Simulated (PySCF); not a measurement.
CBrF2, SMILES Br[C](F)F (connectivity only; charge and spin as stated), charge +1, multiplicity 1. Atoms are numbered in the order given.

```xyz
4

F      0.0000     1.0702    -1.5307
C      0.0000     0.0000    -0.8573
F      0.0000    -1.0702    -1.5307
Br     0.0000     0.0000     0.9342
```
Charge +1, spin multiplicity 1.

Geometry: PBE-D3(BJ)/def2-SVP. The multiplicity is an assumed one; other spin states were not compared. The isomer is the one that the SMILES or the coordinates give; other isomers of the formula were not compared.

These are TDA-CAM-B3LYP/def2-SVPD (PySCF) values and carry that method's errors.

Vertical excitations. The molecule is in vacuum. State labels are in the subgroup C2v.

```
state  symmetry  energy (eV)  λ (nm)      f                            main pairs
-----  --------  -----------  ------  -----  ------------------------------------
S1           A2         4.42     281  0.000                       HOMO→LUMO 100 %
S2           A1         6.27     198  0.190                      HOMO−1→LUMO 90 %
S3           B2         7.16     173  0.001                      HOMO→LUMO+1 98 %
S4           B1         7.58     164  0.000                    HOMO−1→LUMO+1 98 %
S5           B1         7.85     158  0.006                      HOMO−2→LUMO 97 %
S6           A2         8.37     148  0.000                     HOMO−3→LUMO 100 %
S7           B2        10.13     122  0.008    HOMO→LUMO+2 73 %, HOMO−4→LUMO 23 %
S8           B2        10.33     120  0.161    HOMO−4→LUMO 68 %, HOMO→LUMO+2 24 %
S9           B1        10.70     116  0.107                    HOMO−1→LUMO+2 95 %
S10          A1        11.33     109  0.006  HOMO→LUMO+4 56 %, HOMO−2→LUMO+1 36 %
T1           A1         4.16     298      0                      HOMO−1→LUMO 99 %
T2           A2         4.16     298      0                       HOMO→LUMO 100 %
T3           B2         6.07     204      0                      HOMO→LUMO+1 98 %
T4           B1         6.53     190      0                    HOMO−1→LUMO+1 88 %
```
Triplets are in the Tamm–Dancoff approximation.
